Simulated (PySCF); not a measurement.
## Potassium: a sound run and one with changed settings

Sound run: K+ [Ar], K(2+) [Ne] 3s2 3p5. Calculation: PySCF 2.14, in def2-TZVP; the non-relativistic Hamiltonian (point nucleus). In the sound run the correlated levels freeze [Ne] 3s2. The sound run starts from symmetry-adapted Hartree-Fock orbitals and uses a fine grid where one is needed.

Changed run: initial guess minao, at most 50 SCF cycles.

```json
{"species": "K+", "method": "UHF", "sound run (hartree)": "-599.00603", "changed run (hartree)": "-599.00603", "converged": "yes"}
{"species": "K+", "method": "M06-2X", "sound run (hartree)": "-599.74109", "changed run (hartree)": "-599.74109", "converged": "yes"}
{"species": "K+", "method": "CCSD(T)", "sound run (hartree)": "-599.14299", "changed run (hartree)": "-599.14299", "converged": "yes"}
{"species": "K(2+)", "method": "r2SCAN", "sound run (hartree)": "-598.54817", "changed run (hartree)": "-598.54817", "converged": "yes"}
{"species": "K(2+)", "method": "MP2", "sound run (hartree)": "-597.96832", "changed run (hartree)": "-597.96832", "converged": "yes"}
```

Here the plain start reaches the same solutions.
